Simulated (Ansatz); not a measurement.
A structure relaxed at PBE0-D4/def2-TZVP in Ansatz, charge 1, doublet:

```tsv
atom	x (Å)	y (Å)	z (Å)
Hf1	0.455	-0.616	-1.180
Se2	-1.198	-0.401	0.586
Se3	0.743	1.017	0.594
```

Give its formula and point group.

the cluster HfSe2⁺. Point group C2v (tolerance 0.1 Å).

Summarise the bond lengths by kind (pairs closer than 1.2 times the sum of covalent radii, bridged metal pairs left out).

2 × Hf–Se 2.43 Å; 1 × Se–Se 2.40 Å. The metal has 2 neighbours: Se 2.43 Å, Se 2.43 Å.

In the def2 sets Hf takes a core potential; there is no spin–orbit coupling. The relaxation made no stability test and no search for a lower SCF solution. No other spin state of charge 1 was run. Another isomer (doublet) lies 0.06 eV lower at PBE0-D4/def2-TZVP; other spin states weren't run for this one.
